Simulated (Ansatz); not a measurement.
Two isomers of CH6NSbSi: A = `[CH2]1N[SiH2][SbH]1`, B = `C1[NH][SbH][SiH2]1`.

Isolated molecules relaxed with PBE0-D4/def2-TZVP in Ansatz; ΔE leaves out vibrations. CCSD(T)/CBS is the MP2 limit (def2-TZVPP, def2-QZVPP) plus CCSD(T) − MP2 in def2-TZVPP, frozen cores. DFT in def2-TZVPP. B3LYP here is the variant with VWN-RPA as its local correlation; programs differ in this. def2 core potentials past Kr. For Sb outer-core shells are correlated without core-valence functions, which leaves a few kJ/mol of doubt a bond.

Question: Which is lower in electronic energy at CCSD(T)/CBS, and by how much? (An estimate is asked.)

Answer: The calculation gave: A, by 63.9 kJ/mol.

Question: Give E(B) − E(A) in kJ/mol with ωB97M-V, CCSD/def2-TZVPP, PBE-D4, MP2/def2-TZVPP, HF/def2-TZVPP, CCSD(T)/def2-TZVPP, B3LYP. (An estimate is asked.)

Answer: Computed: ωB97M-V 65.7, CCSD/def2-TZVPP 67.9, PBE-D4 55.6, MP2/def2-TZVPP 68.3, HF/def2-TZVPP 77.3, CCSD(T)/def2-TZVPP 64.6, B3LYP 64.1. None reverses the order clearly.

Largest T1 diagnostic: 0.014.

From PBE to PBE0 (25 % exact exchange), in def2-TZVPP and without D4, E(B) − E(A) moves by +7.9 kJ/mol. In def2-TZVPP, CCSD(T) changes the Hartree–Fock value by −12.7 kJ/mol (the triples alone add −3.3 kJ/mol) and MP2 by −9.1 kJ/mol.
